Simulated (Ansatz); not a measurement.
Species: GeH$_{3}$Se, charge 0, doublet. GeH3Se (SMILES [GeH2][SeH], doublet).
B3LYP-D3(BJ)/def2-TZVP minimum from Ansatz (a quantum-chemistry and plane-wave program):
```
Ge
H 1 1.5525
H 1 1.5555 2 109.53
Se 1 2.3786 2 103.96 3 115.94
H 4 1.4718 1 93.24 2 -162.80
```
Charge 0, spin multiplicity 2.

Atomisation energy term by term, kcal/mol (programs: Ansatz). Open shells are spin-unrestricted; no spin-orbit coupling. Cores are frozen in correlated methods (noble-gas shells, and filled d and f shells in the p block). No relativity. CBS(X,Y): correlation extrapolated as X^-3, Hartree-Fock from the larger set. A bracket is a step between two methods taken in the basis named. Where a partner has so few electrons that a lower coupled-cluster level is exact, that level stands in.

```csv
term,basis,kcal/mol
Hartree-Fock,cc-pVQZ,190.03
CCSD correlation,"CBS(cc-pVTZ,cc-pVQZ)",78.05
(T),"CBS(cc-pVTZ,cc-pVQZ)",4.63
CCSDT(Q) - CCSD(T),cc-pVTZ,0.38
CCSDTQ - CCSDT(Q),cc-pVDZ,-0.02
sum: De,,273.1
```

The step beyond CCSD(T) by other levels: CCSDTQ in cc-pVDZ 0.53; CCSDT(Q) in cc-pVDZ 0.55 kcal/mol.
